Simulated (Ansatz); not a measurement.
Z-matrix (Å, degrees):
```
Al
O 1 1.6928
H 2 0.9580 1 122.93
O 1 1.6928 2 120.00 3 -0.01
H 4 0.9580 1 122.93 2 179.99
O 1 1.6928 2 120.00 3 179.99
H 6 0.9580 1 122.93 2 -0.01
```
Charge 0, multiplicity 1.

Calculation: frozen-core CCSD(T)/def2-TZVPP // B3LYP-D3(BJ)/def2-TZVP (Ansatz, a quantum-chemistry and plane-wave program).

```yaml
HF energy: -468.55485 Ha
MP2 correlation energy: -0.80278 Ha
```

Question: Estimate the CCSD correlation energy, the (T) correction, the total energy and the T1 diagnostic.

Answer: 
| Quantity | Value |
|---|---|
| CCSD correlation energy | -0.80936 Ha |
| (T) correction | -0.02731 Ha |
| CCSD(T) total energy | -469.39152 Ha |
| T1 diagnostic | 0.012 |
